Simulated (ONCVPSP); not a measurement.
# Potentials for tungsten compared

Generated with ld1.x 7.5 (TM, RRKJ, ultrasoft, PAW), atompaw 4.2 or ONCVPSP 4.0.1. The cutoff is in Ry: for ld1.x and atompaw files where the sum of valence levels is converged to 10 mRy in a Bessel basis, for ONCV files where the hardest occupied wave has 1 mHa per electron of residual kinetic energy. The error is the largest all-electron minus pseudo excitation energy over each file’s own four to seven test configurations (ionisations up to +4, promotions, holes and added fractions of an electron), all of which were solved. The labels leave out finer settings (local radius, basis sizes, second energies), which also bear on the numbers. Spin-polarised tests are not counted. The rows are a selection from randomly drawn settings: files with unsolved tests, undetermined cutoffs or missed reference levels are left out.

A true bound ghost makes a file unfit for plane-wave use even where its test errors are small: the radial tests pick states by their node count and pass the ghost by.

| potential | cutoff (Ry) | largest error (meV) | bound ghosts |
| --- | --- | --- | --- |
| ONCV, PBE, non-relativistic, rc 1.85/1.30/2.15 (spd), local smoothed, core correction yes, reference 5s2 5p6 5d4 6s1, qcut 4.9/7.1/8.2, projectors 2/2/1 | 55 | +4.4 | none |
| ONCV, PBEsol, scalar-relativistic, rc 1.80/1.95/1.80 (spd), local smoothed, core correction yes, reference 5s2 5p6 5d4 6s1 6p1, qcut 7.6/6.9/6, projectors 3/2/2 | 39 | -6.5 | none |
| ONCV, LDA (Perdew-Wang 92), fully relativistic, rc 1.85/1.20/2.70 (spd), local smoothed, core correction yes, reference 5s2 5p6 5d4 6s2, qcut 7.9/7.7/6.2, projectors 2/3/2 | 76 | -5.7 | p3/2 |
| ONCV, PBEsol, scalar-relativistic, rc 1.90/2.05/2.50 (spd), local smoothed, core correction no, reference 5s2 5p6 5d4 6s1.5 6p0.5, qcut 5/6.4/5.2, projectors 2/2/2 | 25 | -7.9 | none |
| ONCV, PBE, scalar-relativistic, rc 1.65/2.30/2.85 (spd), local smoothed, core correction yes, reference 5s2 5p6 5d4 6s1.5 6p0.5, qcut 8.3/6.6/5.9, projectors 2/2/3 | 52 | -10 | none |

(1) Fill in the row for W: ONCV, PBE, non-relativistic, rc 1.95/1.65/1.95 (spd), local smoothed, core correction yes, reference 5s2 5p6 5d5 6s1, qcut 4.9/7.3/4.2, projectors 2/2/2.

(2) Fill in the row for W: ONCV, PW91, scalar-relativistic, rc 1.60/1.85/1.60 (spd), local smoothed, core correction yes, reference 5s2 5p6 5d4 6s2, qcut 8.1/7.5/6.9, projectors 2/2/2.

Answers

(1) cutoff 91 Ry, largest error -4.8 meV, bound ghosts: none.

(2) cutoff 47 Ry, largest error -61 meV, bound ghosts: s.
